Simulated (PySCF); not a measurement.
Computed spin Hamiltonian

C3H9O2Si2 (doublet state).
Cartesian coordinates in Å at the GFN2-xTB level; atoms count from 1:
```xyz
16
C3H9O2Si2 angstrom
Si    -2.1019   -0.2868   -0.7752
C     -0.9393   -0.6363    0.6929
C      0.0885    0.4956    0.7568
C      1.3378    0.1161    1.4727
O      2.4019   -0.0137    0.6444
Si     2.0248    0.4861   -0.8870
O      0.4637    0.8459   -0.5615
H     -3.2734   -1.1563   -0.6067
H     -1.4512   -0.6017   -2.0441
H     -2.5286    1.1104   -0.7248
H     -0.4182   -1.5832    0.5432
H     -1.4699   -0.7010    1.6413
H     -0.3885    1.3799    1.2052
H      1.3462   -0.4949    2.3575
H      2.7435    1.7014   -1.2255
H      2.1570   -0.6525   -1.7825
```

The hyperfine couplings belong to this conformer and change with its torsions.

The species is `[SiH3]C[C@H]1[CH]O[SiH2]O1` [radical].

Theory: PySCF 2.14.0, UKS B3LYP, pcH-1 on C H O Si, non-relativistic, mean-field spin-orbit, GIAO. Isolated species at its GFN2-xTB geometry (one conformer only). A GFN2-xTB geometry isn't a minimum of the functional, and hyperfine couplings can be far from their values at a DFT geometry. Stability of the SCF solution: not tested.

* g1, g2, g3: 2.00219, 2.00341, 2.00394
* g_iso: 2.00318
* Form of g: rhombic: the two nearest values differ by 30 % of g3 − g1
* ⟨S²⟩: 0.7534 (exact 0.7500)
* α and β electrons: 36, 35
* HOMO–LUMO gap, α and β orbitals: 4.87, 7.03 eV
* Total energy: -849.20207 Eh

Hyperfine couplings atom by atom, in mT; T1 to T3 are the principal values of the dipolar part; ρ(0) is the spin density at the nucleus (MHz turned into mT with g_iso):

```json
{"atom": "Si1", "isotope": "29Si", "a_iso": "-0.25", "of which spin–orbit": "0.00", "T1": "-0.12", "T2": "0.06", "T3": "0.06", "Mulliken spin population": "0.02", "ρ(0) (bohr⁻³)": "0.0079"}
{"atom": "C2", "isotope": "13C", "a_iso": "2.02", "of which spin–orbit": "0.00", "T1": "-0.16", "T2": "-0.15", "T3": "0.32", "Mulliken spin population": "0.03", "ρ(0) (bohr⁻³)": "0.0503"}
{"atom": "C3", "isotope": "13C", "a_iso": "-0.65", "of which spin–orbit": "0.00", "T1": "-0.07", "T2": "-0.05", "T3": "0.12", "Mulliken spin population": "-0.06", "ρ(0) (bohr⁻³)": "-0.0163"}
{"atom": "C4", "isotope": "13C", "a_iso": "5.59", "of which spin–orbit": "0.00", "T1": "-2.77", "T2": "-2.73", "T3": "5.50", "Mulliken spin population": "0.90", "ρ(0) (bohr⁻³)": "0.1395"}
{"atom": "O5", "isotope": "17O", "a_iso": "-0.84", "of which spin–orbit": "0.00", "T1": "-2.14", "T2": "1.04", "T3": "1.09", "Mulliken spin population": "0.11", "ρ(0) (bohr⁻³)": "0.0389"}
{"atom": "Si6", "isotope": "29Si", "a_iso": "0.12", "of which spin–orbit": "0.00", "T1": "-0.06", "T2": "0.01", "T3": "0.04", "Mulliken spin population": "-0.01", "ρ(0) (bohr⁻³)": "-0.0039"}
{"atom": "O7", "isotope": "17O", "a_iso": "0.02", "of which spin–orbit": "0.00", "T1": "-0.04", "T2": "0.01", "T3": "0.03", "Mulliken spin population": "0.00", "ρ(0) (bohr⁻³)": "-0.0007"}
{"atom": "H8", "isotope": "1H", "a_iso": "0.12", "of which spin–orbit": "0.00", "T1": "-0.03", "T2": "-0.01", "T3": "0.04", "Mulliken spin population": "0.00", "ρ(0) (bohr⁻³)": "0.0008"}
{"atom": "H9", "isotope": "1H", "a_iso": "-0.03", "of which spin–orbit": "0.00", "T1": "-0.03", "T2": "-0.02", "T3": "0.05", "Mulliken spin population": "0.00", "ρ(0) (bohr⁻³)": "-0.0002"}
{"atom": "H10", "isotope": "1H", "a_iso": "-0.01", "of which spin–orbit": "0.00", "T1": "-0.04", "T2": "-0.02", "T3": "0.06", "Mulliken spin population": "0.00", "ρ(0) (bohr⁻³)": "-0.0001"}
{"atom": "H11", "isotope": "1H", "a_iso": "-0.05", "of which spin–orbit": "0.00", "T1": "-0.19", "T2": "-0.06", "T3": "0.26", "Mulliken spin population": "0.00", "ρ(0) (bohr⁻³)": "-0.0003"}
{"atom": "H12", "isotope": "1H", "a_iso": "-0.11", "of which spin–orbit": "0.00", "T1": "-0.13", "T2": "-0.08", "T3": "0.21", "Mulliken spin population": "0.00", "ρ(0) (bohr⁻³)": "-0.0007"}
{"atom": "H13", "isotope": "1H", "a_iso": "2.51", "of which spin–orbit": "0.00", "T1": "-0.20", "T2": "-0.17", "T3": "0.36", "Mulliken spin population": "0.03", "ρ(0) (bohr⁻³)": "0.0157"}
{"atom": "H14", "isotope": "1H", "a_iso": "-1.16", "of which spin–orbit": "0.00", "T1": "-1.26", "T2": "-0.06", "T3": "1.32", "Mulliken spin population": "-0.03", "ρ(0) (bohr⁻³)": "-0.0073"}
{"atom": "H15", "isotope": "1H", "a_iso": "0.10", "of which spin–orbit": "0.00", "T1": "-0.07", "T2": "-0.07", "T3": "0.14", "Mulliken spin population": "0.00", "ρ(0) (bohr⁻³)": "0.0006"}
{"atom": "H16", "isotope": "1H", "a_iso": "0.16", "of which spin–orbit": "0.00", "T1": "-0.07", "T2": "-0.07", "T3": "0.14", "Mulliken spin population": "0.00", "ρ(0) (bohr⁻³)": "0.0010"}
```

The Mulliken spin populations are largest on C4 (+0.90) and O5 (+0.11). No atom but C4 exceeds +0.15. The angles at C4 add up to 352.3°, so it is slightly pyramidal.

Axes: g3 points within 7° of the O5–Si6 bond.

Under fast tumbling the dipolar parts average out, and these isotropic splittings remain: 1 × 1H (H13, I = 1/2, 2 lines) with 2.51 mT, 1 × 1H (H14, I = 1/2, 2 lines) with 1.16 mT, 1 × 1H (H16, I = 1/2, 2 lines) with 0.16 mT, 1 × 1H (H12, I = 1/2, 2 lines) with 0.11 mT, 1 × 1H (H15, I = 1/2, 2 lines) with 0.10 mT and 1 × 1H (H11, I = 1/2, 2 lines) with 0.05 mT.

The 13C coupling of C4 (156.7 MHz) shows only in satellite lines or after enrichment, since that isotope makes up about 1.07 % of natural carbon.

The 17O coupling of O5 (-23.6 MHz) shows only in satellite lines or after enrichment, since that isotope makes up about 0.038 % of natural oxygen.

Examples of negative spin density at the nucleus (bohr⁻³): C3 (-0.0163), H14 (-0.0073) and Si6 (-0.0039).
